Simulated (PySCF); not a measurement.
formamidinium (CH5N2), SMILES NC=[NH2+], charge +1.

Geometry optimised at PBE-D3(BJ)/def2-TZVP. The values are those of a single conformer.

Level of theory: CAM-B3LYP/def2-TZVPD run with PySCF.

* **total energy**: -150.37403 hartree
* **point group**: C2v
* **highest occupied level**: -15.74 eV
* **lowest empty level**: -5.14 eV
* **orbital gap**: 10.60 eV
* **dipole moment about the centre of nuclear charge**: 0.17 D
* **mean static polarisability**: 27.0 bohr³ (4.00 Å³)
* **polarisability, principal values**: 18.3, 25.1, 37.6 bohr³
